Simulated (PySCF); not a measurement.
C₆H₇, doublet, geometry from GFN2-xTB; PySCF with DF-B3LYP/6-31G*.

PySCF was given this input:
```python
from pyscf import gto, scf, dft

mol = gto.M(
    atom='''
C     0.597379   -1.243900    0.411874
C    -0.709213   -1.221095    0.371450
C    -1.346920   -0.030527   -0.344017
C    -0.531027    1.228578   -0.038941
C     0.944464    1.001065   -0.208841
C     1.474664   -0.216262   -0.023431
H    -1.355708   -1.987962    0.764341
H    -1.351554   -0.225074   -1.421828
H    -2.378343    0.092600   -0.012980
H    -0.857947    2.043664   -0.687528
H    -0.715542    1.538657    0.998032
H     1.558617    1.848977   -0.475557
H     2.524395   -0.418015   -0.173039
''',
    basis='6-31g*',
    charge=0,
    spin=1,
    verbose=4,
)

mf = dft.UKS(mol)
mf.xc = 'b3lyp'
mf.DIIS = scf.EDIIS
mf = mf.density_fit(auxbasis='def2-universal-jkfit')
mf.kernel()
mf.analyze()
```

What the program printed (banner, timings and long lists left out):

```
PySCF version 2.14.0

[INPUT] verbose = 4
[INPUT] num. atoms = 13
[INPUT] num. electrons = 43
[INPUT] charge = 0
[INPUT] spin (= nelec alpha-beta = 2S) = 1
[INPUT] symmetry False subgroup None
[INPUT] Mole.unit = angstrom
[INPUT] Symbol           X                Y                Z      unit          X                Y                Z       unit  Magmom
[...]
nuclear repulsion = 211.460296481695
number of shells = 50
number of NR pGTOs = 190
number of NR cGTOs = 98
basis = 6-31g*
ecp = {}

******** <class 'pyscf.df.df_jk.DFUKS'> ********
method = DFUKS
initial guess = minao
damping factor = 0
level_shift factor = 0
DIIS = <class 'pyscf.scf.diis.EDIIS'>
diis_start_cycle = 1
diis_space = 8
diis_damp = 0
SCF conv_tol = 1e-09
SCF conv_tol_grad = None
SCF max_cycles = 50
direct_scf = False
number electrons alpha = 22  beta = 21
XC library pyscf.dft.libxc version 7.1.2
    S. Lehtola, C. Steigemann, M. J. T. Oliveira, and M. A. L. Marques,  SoftwareX 7, 1–5 (2018)
XC functionals = b3lyp
    P. J. Stephens, F. J. Devlin, C. F. Chabalowski, and M. J. Frisch,  J. Phys. Chem. 98, 11623 (1994)
radial grids:
    Treutler-Ahlrichs [JCP 102, 346 (1995); DOI:10.1063/1.469408] (M4) radial grids

becke partition: Becke, JCP 88, 2547 (1988); DOI:10.1063/1.454033
pruning grids: <function nwchem_prune>
grids dens level: 3
symmetrized grids: False
atomic radii adjust function: <function treutler_atomic_radii_adjust>
small_rho_cutoff = 0
Set gradient conv threshold to 3.16228e-05
tot grids = 153368
******** <class 'pyscf.df.df.DF'> ********
auxbasis = def2-universal-jkfit
init E= -233.519766746939

cycle= 1 E= -232.678477753514  delta_E= 0.841  |g|= 0.277  |ddm|= 2.47
cycle= 2 E= -232.677853929419  delta_E= 0.000624  |g|= 0.297  |ddm|= 0.696
cycle= 3 E= -232.725592493559  delta_E= -0.0477  |g|= 0.0458  |ddm|= 0.399
cycle= 4 E= -232.72559249366  delta_E= -1.01e-10  |g|= 0.0458  |ddm|= 3.55e-09
cycle= 5 E= -232.725592494075  delta_E= -4.15e-10  |g|= 0.0458  |ddm|= 1.46e-08
cycle= 6 E= -232.725592495696  delta_E= -1.62e-09  |g|= 0.0458  |ddm|= 5.69e-08
cycle= 7 E= -232.725592492285  delta_E= 3.41e-09  |g|= 0.0458  |ddm|= 1.2e-07
cycle= 8 E= -232.725592493548  delta_E= -1.26e-09  |g|= 0.0458  |ddm|= 4.44e-08
cycle= 9 E= -232.725592493676  delta_E= -1.28e-10  |g|= 0.0458  |ddm|= 4.52e-09
cycle= 10 E= -232.72303636481  delta_E= 0.00256  |g|= 0.0841  |ddm|= 0.0932
cycle= 11 E= -232.724622805116  delta_E= -0.00159  |g|= 0.0661  |ddm|= 0.157
cycle= 12 E= -232.726242063693  delta_E= -0.00162  |g|= 0.0363  |ddm|= 0.0854
cycle= 13 E= -232.726681787363  delta_E= -0.00044  |g|= 0.0236  |ddm|= 0.0137
cycle= 14 E= -232.726681787536  delta_E= -1.73e-10  |g|= 0.0236  |ddm|= 6.75e-09
cycle= 15 E= -232.726681787476  delta_E= 6.01e-11  |g|= 0.0236  |ddm|= 3.17e-09
cycle= 16 E= -232.72668178756  delta_E= -8.4e-11  |g|= 0.0236  |ddm|= 1.3e-08
cycle= 17 E= -232.726681787605  delta_E= -4.52e-11  |g|= 0.0236  |ddm|= 7.87e-09
cycle= 18 E= -232.726681787483  delta_E= 1.23e-10  |g|= 0.0236  |ddm|= 1.12e-08
cycle= 19 E= -232.72647579484  delta_E= 0.000206  |g|= 0.0317  |ddm|= 0.0536
cycle= 20 E= -232.726459420137  delta_E= 1.64e-05  |g|= 0.0321  |ddm|= 0.056
cycle= 21 E= -232.727002984479  delta_E= -0.000544  |g|= 0.00595  |ddm|= 0.0359
cycle= 22 E= -232.7270029839  delta_E= 5.78e-10  |g|= 0.00595  |ddm|= 9.09e-08
cycle= 23 E= -232.727002984192  delta_E= -2.91e-10  |g|= 0.00595  |ddm|= 4.65e-08
cycle= 24 E= -232.727002983726  delta_E= 4.65e-10  |g|= 0.00595  |ddm|= 7.32e-08
cycle= 25 E= -232.727002983953  delta_E= -2.27e-10  |g|= 0.00595  |ddm|= 3.56e-08
cycle= 26 E= -232.727002983865  delta_E= 8.78e-11  |g|= 0.00595  |ddm|= 2.91e-08
cycle= 27 E= -232.726815420178  delta_E= 0.000188  |g|= 0.0195  |ddm|= 0.0152
cycle= 28 E= -232.726958827926  delta_E= -0.000143  |g|= 0.0118  |ddm|= 0.0234
cycle= 29 E= -232.72682485233  delta_E= 0.000134  |g|= 0.0195  |ddm|= 0.0277
cycle= 30 E= -232.727015302697  delta_E= -0.00019  |g|= 0.00602  |ddm|= 0.0212
cycle= 31 E= -232.7270153027  delta_E= -3.07e-12  |g|= 0.00602  |ddm|= 3.94e-08
cycle= 32 E= -232.727015302699  delta_E= 1.19e-12  |g|= 0.00602  |ddm|= 1.73e-08
cycle= 33 E= -232.727015302697  delta_E= 1.76e-12  |g|= 0.00602  |ddm|= 7.87e-09
cycle= 34 E= -232.727015302698  delta_E= -4.55e-13  |g|= 0.00602  |ddm|= 2.41e-08
cycle= 35 E= -232.727015302699  delta_E= -7.39e-13  |g|= 0.00602  |ddm|= 3.2e-08
cycle= 36 E= -232.726959012555  delta_E= 5.63e-05  |g|= 0.0116  |ddm|= 0.0162
cycle= 37 E= -232.727006680464  delta_E= -4.77e-05  |g|= 0.0075  |ddm|= 0.0131
cycle= 38 E= -232.726992216789  delta_E= 1.45e-05  |g|= 0.00893  |ddm|= 0.0149
cycle= 39 E= -232.727028511406  delta_E= -3.63e-05  |g|= 0.00394  |ddm|= 0.00954
cycle= 40 E= -232.727028535498  delta_E= -2.41e-08  |g|= 0.00393  |ddm|= 6.63e-06
cycle= 41 E= -232.727028579341  delta_E= -4.38e-08  |g|= 0.00392  |ddm|= 1.29e-05
cycle= 42 E= -232.72702861579  delta_E= -3.64e-08  |g|= 0.00391  |ddm|= 1.08e-05
cycle= 43 E= -232.727028649269  delta_E= -3.35e-08  |g|= 0.0039  |ddm|= 9.85e-06
cycle= 44 E= -232.727028683251  delta_E= -3.4e-08  |g|= 0.00389  |ddm|= 1.01e-05
cycle= 45 E= -232.72702689228  delta_E= 1.79e-06  |g|= 0.00426  |ddm|= 0.00826
cycle= 46 E= -232.727028944856  delta_E= -2.05e-06  |g|= 0.00394  |ddm|= 0.00511
cycle= 47 E= -232.727034032373  delta_E= -5.09e-06  |g|= 0.00242  |ddm|= 0.00598
cycle= 48 E= -232.727036440725  delta_E= -2.41e-06  |g|= 0.00127  |ddm|= 0.00121
cycle= 49 E= -232.727036479929  delta_E= -3.92e-08  |g|= 0.00124  |ddm|= 2.94e-05
cycle= 50 E= -232.727036468825  delta_E= 1.11e-08  |g|= 0.00125  |ddm|= 1.1e-05
SCF not converged.
SCF energy = -232.727036468825 after 50 cycles  <S^2> = 0.76527243  2S+1 = 2.0152146
**** SCF Summaries ****
Total Energy =                        -232.727036468825474
Nuclear Repulsion Energy =             211.460296481695138
One-electron Energy =                 -730.802153509956838
Two-electron Energy =                  286.614820559436225
Two-electron Coulomb Energy =          321.831916635055848
DFT Exchange-Correlation Energy =      -35.217096075619644
**** MO energy ****
                             alpha | beta                alpha | beta
[...]
To work with the spin densities directly, `use mulliken_meta_spin()` only printing them here.

 ** Mulliken spin pop alpha/beta on meta-lowdin orthogonal AOs **
 ** Mulliken Spin Density (per AO)  **
spin_pop of  0 C 1s       -0.00001
spin_pop of  0 C 2s        0.14066
spin_pop of  0 C 3s        0.00274
spin_pop of  0 C 2px       0.14921
spin_pop of  0 C 2py       0.45559
spin_pop of  0 C 2pz       0.20493
spin_pop of  0 C 3px       0.00024
spin_pop of  0 C 3py       0.00118
spin_pop of  0 C 3pz       0.00044
spin_pop of  0 C 3dxy     -0.00035
spin_pop of  0 C 3dyz      0.00004
spin_pop of  0 C 3dz^2     0.00005
spin_pop of  0 C 3dxz     -0.00018
spin_pop of  0 C 3dx2-y2   -0.00029
spin_pop of  1 C 1s        0.00000
spin_pop of  1 C 2s       -0.01093
spin_pop of  1 C 3s        0.00050
spin_pop of  1 C 2px      -0.00810
spin_pop of  1 C 2py      -0.03436
spin_pop of  1 C 2pz      -0.07435
spin_pop of  1 C 3px       0.00090
spin_pop of  1 C 3py       0.00021
spin_pop of  1 C 3pz      -0.00017
spin_pop of  1 C 3dxy      0.00037
spin_pop of  1 C 3dyz      0.00007
spin_pop of  1 C 3dz^2     0.00007
spin_pop of  1 C 3dxz      0.00015
spin_pop of  1 C 3dx2-y2    0.00007
spin_pop of  2 C 1s       -0.00000
spin_pop of  2 C 2s        0.00986
spin_pop of  2 C 3s        0.00004
spin_pop of  2 C 2px       0.00885
spin_pop of  2 C 2py       0.04354
spin_pop of  2 C 2pz       0.01504
spin_pop of  2 C 3px       0.00003
spin_pop of  2 C 3py       0.00006
spin_pop of  2 C 3pz       0.00001
spin_pop of  2 C 3dxy     -0.00001
spin_pop of  2 C 3dyz      0.00003
spin_pop of  2 C 3dz^2    -0.00008
spin_pop of  2 C 3dxz     -0.00001
spin_pop of  2 C 3dx2-y2    0.00003
spin_pop of  3 C 1s        0.00000
spin_pop of  3 C 2s       -0.00140
spin_pop of  3 C 3s        0.00002
spin_pop of  3 C 2px      -0.00373
spin_pop of  3 C 2py      -0.00249
spin_pop of  3 C 2pz      -0.00118
spin_pop of  3 C 3px       0.00001
spin_pop of  3 C 3py       0.00000
spin_pop of  3 C 3pz       0.00003
spin_pop of  3 C 3dxy     -0.00000
spin_pop of  3 C 3dyz      0.00000
spin_pop of  3 C 3dz^2     0.00000
spin_pop of  3 C 3dxz      0.00007
spin_pop of  3 C 3dx2-y2    0.00000
spin_pop of  4 C 1s       -0.00000
spin_pop of  4 C 2s        0.00897
spin_pop of  4 C 3s       -0.00001
spin_pop of  4 C 2px       0.00452
spin_pop of  4 C 2py       0.02657
spin_pop of  4 C 2pz       0.07311
spin_pop of  4 C 3px      -0.00002
spin_pop of  4 C 3py       0.00009
spin_pop of  4 C 3pz       0.00040
spin_pop of  4 C 3dxy      0.00011
spin_pop of  4 C 3dyz     -0.00002
spin_pop of  4 C 3dz^2    -0.00006
spin_pop of  4 C 3dxz      0.00000
spin_pop of  4 C 3dx2-y2   -0.00001
spin_pop of  5 C 1s        0.00000
spin_pop of  5 C 2s       -0.00453
spin_pop of  5 C 3s        0.00026
spin_pop of  5 C 2px      -0.00653
spin_pop of  5 C 2py      -0.00165
spin_pop of  5 C 2pz      -0.04284
spin_pop of  5 C 3px       0.00015
spin_pop of  5 C 3py       0.00128
spin_pop of  5 C 3pz       0.00001
spin_pop of  5 C 3dxy      0.00011
spin_pop of  5 C 3dyz      0.00014
spin_pop of  5 C 3dz^2     0.00011
spin_pop of  5 C 3dxz      0.00003
spin_pop of  5 C 3dx2-y2    0.00029
spin_pop of  6 H 1s        0.02664
spin_pop of  6 H 2s        0.00014
spin_pop of  7 H 1s       -0.00652
spin_pop of  7 H 2s       -0.00001
spin_pop of  8 H 1s        0.00183
spin_pop of  8 H 2s        0.00006
spin_pop of  9 H 1s        0.00005
spin_pop of  9 H 2s       -0.00001
spin_pop of  10 H 1s        0.00375
spin_pop of  10 H 2s       -0.00000
spin_pop of  11 H 1s        0.00408
spin_pop of  11 H 2s        0.00010
spin_pop of  12 H 1s        0.01187
spin_pop of  12 H 2s        0.00014
 ** Mulliken Spin Density (per atom)  **
spin density of  0 C =      0.95425
spin density of  1 C =     -0.12556
spin density of  2 C =      0.07739
spin density of  3 C =     -0.00868
spin density of  4 C =      0.11365
spin density of  5 C =     -0.05317
spin density of  6 H =      0.02678
spin density of  7 H =     -0.00654
spin density of  8 H =      0.00189
spin density of  9 H =      0.00004
spin density of  10 H =      0.00375
spin density of  11 H =      0.00419
spin density of  12 H =      0.01200
 ** Mulliken pop alpha/beta on meta-lowdin orthogonal AOs **
 ** Mulliken pop       alpha | beta **
In total            22.00000 | 21.00000
 ** Mulliken atomic charges   ( Nelec_alpha | Nelec_beta ) **
charge of  0C =     -0.03881  (     3.49653      2.54228 )
charge of  1C =     -0.14160  (     3.00802      3.13358 )
charge of  2C =     -0.16467  (     3.12103      3.04364 )
charge of  3C =     -0.17552  (     3.08342      3.09210 )
charge of  4C =     -0.09135  (     3.10250      2.98885 )
charge of  5C =     -0.12791  (     3.03737      3.09054 )
charge of  6H =      0.11444  (     0.45617      0.42939 )
charge of  7H =      0.09918  (     0.44714      0.45368 )
charge of  8H =      0.10066  (     0.45062      0.44873 )
charge of  9H =      0.10220  (     0.44892      0.44888 )
charge of  10H =      0.10167  (     0.45104      0.44729 )
charge of  11H =      0.10657  (     0.44881      0.44462 )
charge of  12H =      0.11514  (     0.44843      0.43643 )
Dipole moment(X, Y, Z, Debye): -0.51501,  1.02624, -0.36515
```

The run did not converge; its last values are not results.
